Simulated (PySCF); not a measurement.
C3H3, charge +1, multiplicity 1. Atoms are numbered in the order given.

```xyz
6

C      0.0000     0.0000     1.3280
C      0.0000     0.0000     0.1040
C      0.0000     0.0000    -1.2357
H      0.0000     0.0000     2.4041
H      0.0000    -0.9387    -1.7910
H      0.0000     0.9387    -1.7910
```
Charge +1, spin multiplicity 1.

Geometry optimised at PBE0-D3(BJ)/def2-TZVP. The spin state was assumed, not searched. The isomer is the one that the SMILES or the coordinates give; other isomers of the formula were not compared.

Vertical ionisation energy (IE) and electron affinity (EA) in eV. Rows of orbital energies are one-electron estimates. Where ΔSCF, EOM or ADC give a negative EA the extra electron is unbound and the value depends on the basis.

| level | IE | EA |
|---|---|---|
| −ε(HOMO), −ε(LUMO), M06-2X/def2-TZVPD (PySCF) | 16.67 | 10.09 |
| ADC(2)/aug-cc-pVDZ (PySCF) | [?] | [?] |

Question: What belongs in the gaps? (An estimate is asked for; the answer gives what the named calculation found.)

Answer: 
- ADC(2)/aug-cc-pVDZ (PySCF), IE: 17.62
- ADC(2)/aug-cc-pVDZ (PySCF), EA: 8.77

Computed lowest 1s main lines (those of the lightest heavy element) from CVS-ADC(2)-x/aug-cc-pVDZ (PySCF, non-relativistic), with pole strengths:
299.7 eV (1.50), 300.8 eV (1.41), 301.7 eV (1.37).

Question: Beyond the first one, list the lowest photoelectron lines from ADC(2)/aug-cc-pVDZ (PySCF) with their pole strengths (two spins summed). (An estimate is asked for; the answer gives what the named calculation found.)

Answer: 19.22 eV (1.80), 22.73 eV (1.70), 23.38 eV (1.73), 24.72 eV (1.69).
